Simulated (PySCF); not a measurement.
## Shifts of the heteroatoms

Molfile (atoms numbered from 1):
```
C7H10O
     RDKit          3D

 18 19  0  0  0  0  0  0  0  0999 V2000
   -0.4247   -1.2900    0.7153 O   0  0  0  0  0  0  0  0  0  0  0  0
   -0.0790   -0.2972    0.1090 C   0  0  0  0  0  0  0  0  0  0  0  0
    1.3282    0.1775    0.1012 C   0  0  0  0  0  0  0  0  0  0  0  0
    2.4190   -0.8456    0.3159 C   0  0  0  0  0  0  0  0  0  0  0  0
    2.0900    0.1035    1.4074 C   0  0  0  0  0  0  0  0  0  0  0  0
   -1.0386    0.5346   -0.6601 C   0  0  0  0  0  0  0  0  0  0  0  0
   -2.1978   -0.1674   -1.3313 C   0  0  0  0  0  0  0  0  0  0  0  0
   -2.4458    0.6470   -0.1169 C   0  0  0  0  0  0  0  0  0  0  0  0
    1.5406    1.0121   -0.5532 H   0  0  0  0  0  0  0  0  0  0  0  0
    2.0952   -1.8693    0.4259 H   0  0  0  0  0  0  0  0  0  0  0  0
    3.3389   -0.7189   -0.2337 H   0  0  0  0  0  0  0  0  0  0  0  0
    1.5465   -0.2757    2.2594 H   0  0  0  0  0  0  0  0  0  0  0  0
    2.7729    0.9083    1.6334 H   0  0  0  0  0  0  0  0  0  0  0  0
   -0.6210    1.4004   -1.1557 H   0  0  0  0  0  0  0  0  0  0  0  0
   -2.2279   -1.2417   -1.2315 H   0  0  0  0  0  0  0  0  0  0  0  0
   -2.5183    0.2059   -2.2921 H   0  0  0  0  0  0  0  0  0  0  0  0
   -2.9443    1.5993   -0.2110 H   0  0  0  0  0  0  0  0  0  0  0  0
   -2.6425    0.1235    0.8063 H   0  0  0  0  0  0  0  0  0  0  0  0
  1  2  2  0
  2  3  1  0
  3  4  1  0
  4  5  1  0
  2  6  1  0
  6  7  1  0
  7  8  1  0
  5  3  1  0
  8  6  1  0
  3  9  1  0
  4 10  1  0
  4 11  1  0
  5 12  1  0
  5 13  1  0
  6 14  1  0
  7 15  1  0
  7 16  1  0
  8 17  1  0
  8 18  1  0
M  END
```

- PBE0/pcSseg-1 with gauge-including orbitals
- structure optimised with GFN2-xTB
- code: PySCF 2.14.0 with density-fitted response routines
- one averaged value for each set of equivalent atoms, one conformer, gas phase, non-relativistic Hamiltonian

Q: Predict the 17O NMR data.

A: 
```tsv
atoms	environment	σ (ppm)	δ (ppm)
O1	ketone oxygen	-208.6	456.7
```

Shieldings were converted by a linear fit to measured shifts: 17O: δ = 266.70 − 0.911σ (rms 10.7 ppm, 155 shifts, 12.2 ppm with the 3 outliers that the fit left out vs liquid water, solution or neat liquid). A few per cent of atoms miss by over 2 rms, more outside the fitted compound classes.

On a 400 MHz spectrometer 17O resonates near 54.2 MHz, so 1 ppm is 54.2 Hz.
